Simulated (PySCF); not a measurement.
C₄H₅NS₂, SMILES Cc1ncsc1S. Atoms are numbered in the order given.

```xyz
12

C     -1.0304     2.1192     0.5154
C     -0.0334     1.0705     0.1521
N      1.2713     1.4300    -0.0705
C      2.0088     0.3997    -0.3736
S      1.1827    -1.1221    -0.4035
C     -0.2934    -0.2857     0.0068
S     -1.8012    -1.1379     0.3065
H     -1.0278     2.9185    -0.2421
H     -0.7597     2.5864     1.4759
H     -2.0399     1.6960     0.5969
H      3.0765     0.4603    -0.6046
H     -2.1629    -1.3338    -0.9861
```
Charge 0, spin multiplicity 1.

Geometry optimised at r2SCAN-D4/def2-SVP. Other conformers were not sampled.

Two levels are set side by side: PBE/pcSseg-1 (PySCF) and KT2/pcSseg-1 (PySCF). GIAO shifts against H2S (³³S), NH3 (¹⁵N), TMS (¹H), TMS (¹³C) at the same level; non-relativistic, no solvent, atoms listed together averaged. Differences are taken from unrounded values.

| quantity | KT2 | PBE | PBE minus KT2 |
|---|---|---|---|
| δ(¹³C) of C1 (ppm) | 18.4 | 19.3 | 0.9 |
| δ(¹³C) of C2 (ppm) | 157.3 | 165.5 | 8.2 |
| δ(¹⁵N) of N3 (ppm) | 350.4 | 372.1 | 21.7 |
| δ(¹³C) of C4 (ppm) | 149.0 | 157.4 | 8.4 |
| δ(³³S) of S5 (ppm) | 514.0 | 552.5 | 38.5 |
| δ(¹³C) of C6 (ppm) | 119.4 | 128.3 | 8.9 |
| δ(³³S) of S7 (ppm) | 113.7 | 119.1 | 5.4 |
| δ(¹H) of H11 (ppm) | 8.41 | 8.48 | 0.07 |
| δ(¹H) of H12 (ppm) | 3.58 | 3.50 | -0.08 |

Rough cost on one machine, each run with all the roots and properties that it gave: KT2 against PBE within a factor of 2.
